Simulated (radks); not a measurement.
Q: Hg4+, 76 electrons, occupied as [Kr] 4d10 4f14 5s1.5 5p6 5d8 6p0.5 (fractional occupations, a model configuration). Method: scalar-relativistic Kohn-Sham, AM05, spin-unpolarised, spherical densities, finite nucleus; Fermi nuclear charge, rms radius 5.4648 fm; computed with a radial shooting solver on a logarithmic mesh with Libxc functionals. Some entries of the table are withheld. Estimate them.

| orbital | occ. | eigenvalue (hartree) | r(max) (bohr) | <1/r> (bohr^-1) |
|---|---|---|---|---|
| 1s | 2 | -3055.011 | 0.01023 | (1) |
| 2s | 2 | (2) | 0.05919 | 22.87 |
| 2p | 6 | (3) | 0.04907 | 20.28 |
| 3s | 2 | -130.5001 | 0.1669 | 8.478 |
| 3p | 6 | -109.0529 | 0.1664 | 7.717 |
| 3d | 10 | -86.41912 | 0.1355 | 7.258 |
| 4s | 2 | -30.28914 | 0.3759 | 3.642 |
| 4p | 6 | -23.25157 | 0.3959 | 3.285 |
| 4d | 10 | -14.88821 | 0.4028 | 2.948 |
| 5s | 1.5 | -6.36202 | 0.8247 | 1.520 |
| 4f | 14 | -5.60615 | 0.3659 | 2.539 |
| 5p | 6 | -4.42885 | 0.9216 | (4) |
| 5d | 8 | -2.21953 | 1.121 | 0.9890 |
| 6p | 0.5 | (5) | (6) | 0.5150 |

A: 
(1) 1s <1/r> (bohr^-1): 97.46
(2) 2s eigenvalue (hartree): -543.2726
(3) 2p eigenvalue (hartree): -469.0759
(4) 5p <1/r> (bohr^-1): 1.305
(5) 6p eigenvalue (hartree): -1.29886
(6) 6p r(max) (bohr): 2.267
